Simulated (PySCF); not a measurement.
**Electron correlation in I⁺ (iodine, charge +1)**

[Kr] 4d10 5s2 5p4, high-spin 3P determinant. All numbers are calculated (PySCF 2.14, scalar relativity through the core potential, in def2-TZVP with the def2 core potential (28 electrons) (6s5p3d2f, 50 functions)). Frozen: 4s2 4p6 4d10; 6 electrons correlated.

MP2 pair energies summed by pair of shells (mhartree):

```
 pair  energy  share (%)
5s-5p  -40.44       46.2
5p-5p  -40.11       45.8
5s-5s   -7.00        8.0
```

Total MP2 correlation energy: -87.55 mhartree.

Same-spin part -19.63 and opposite-spin part -67.92 mhartree; SCS-MP2 scales them by 1/3 and 6/5 to -88.04 mhartree.

| level | correlation energy (mhartree) |
| --- | --- |
| CCSD | -105.22 |
| (T) | -2.83 |
| CCSD(T) | -108.05 |

Diagnostics: T1 = 0.0075, D1 = 0.0231, largest double amplitude 0.049.

Cost of the coupled-cluster step: 0.95 s of wall time on 1 thread of Neoverse-V2 (shared host), for 6 correlated electrons.
